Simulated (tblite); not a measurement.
Give a GFN2-xTB geometry of `[NH2+][Si@H](C)[SiH3]` [radical]. (Charge +1 and doublet state.)

```
atom  x, y, z in Å
C1    -1.033   -1.409    0.293
Si2   -0.519    0.200   -0.547
N3    -1.044    1.574    0.295
Si4    2.061    0.108   -0.188
H5    -2.111   -1.533    0.219
H6    -0.775   -1.418    1.350
H7    -0.575   -2.279   -0.170
H8    -0.641    0.407   -1.982
H9    -1.106    2.498   -0.102
H10   -1.361    1.567    1.252
H11    2.498    1.361   -0.788
H12    2.181    0.029    1.262
H13    2.422   -1.104   -0.911
```

Orientation and origin are arbitrary. Atoms count from 1 in this order. N3 (nitrogen bonded to Si and 2 H) is planar (angles 124.5°, 124.3° and 111.2°, sum 360.0°, 0.01 Å off the plane of its three neighbours). Si4 (silicon bonded to Si and 3 H) is distorted tetrahedral (angles from 101.9° to 116.0°). Si2 (silicon bonded to C, N, Si and H) is distorted tetrahedral (angles from 100.3° to 122.5°).

Bonds between heavy atoms (Å): C1–Si2 1.887, Si2–N3 1.694, Si2–Si4 2.606.

Structure optimised with GFN2-xTB, isolated species. This method treats the open shell by occupation alone, without spin polarisation.

Point group: C1 (no symmetry element, even within 0.4 Å). Its GFN2-xTB frequencies are all real (lowest 28 cm⁻¹). Torsions: C1–Si2–N3–H -162° and 16°. 2 starts were optimised and ended at 0.00 and 0.13 kcal/mol (GFN2-xTB); the lowest of these is shown.

Time: 0.2 s wall. Hardware: an Arm Neoverse V2 with one thread (shared host). These figures are those of the optimisation.

One conformer stands for the species.

The numbers are calculated, not measured.
